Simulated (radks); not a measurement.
The technetium ion Tc+ inside a hard spherical wall (all orbitals vanish at R), configuration held at [Kr] 4d5 5s1 and not refilled when levels cross. All-electron calculation, scalar-relativistic Kohn-Sham, PBEsol, spin-polarised, spherical densities, finite nucleus; open shells are filled with parallel spins first (spin-orbit coupling, left out, can overturn this in heavy ions); Fermi nuclear charge, rms radius 4.4112 fm. Program: a radial shooting solver on a logarithmic mesh with Libxc functionals. Eigenvalues in eV for spin up, with the zero of energy where the potential of the charges vanishes at infinity; a dash marks a level that is unbound or too diffuse for the functional's potential to be trusted. A positive occupied level is held by the wall or, in an anion where self-interaction has pushed it up, behind a barrier. The pressure on the wall is -dE/dV.

R (bohr)  E (hartree)  kinetic (hartree)    e(4s)    e(4p)    e(4d)    e(5s)  e(5p, empty)  e(6s, empty)  pressure (GPa)
free      -4283.17565           4422.260  -81.839  -53.958  -15.319  -12.219        -7.346             -               0
15        -4283.17565           4422.260  -81.839  -53.958  -15.319  -12.219        -7.346             -        < 0.0001
10        -4283.17563           4422.260  -81.838  -53.956  -15.318  -12.217        -7.333        -2.584        0.000858
7         -4283.17295           4422.286  -81.731  -53.851  -15.221  -12.092        -6.954         1.484           0.198
5         -4283.12088           4422.617  -80.685  -52.833  -14.285  -10.516        -4.111        15.770            7.70
4         -4282.92221           4423.604  -78.302  -50.556  -12.039   -6.005         2.450        39.011            58.5
3         -4281.82157           4428.282  -70.972  -43.505   -4.007   12.828        26.419        105.39             640
2.5       -4279.62129           4437.028  -61.743  -34.117    7.673   42.569        61.080        187.66            2740
1.5       -4243.39158           4553.275   27.253   63.955   124.10   346.80        379.89        830.39          118000
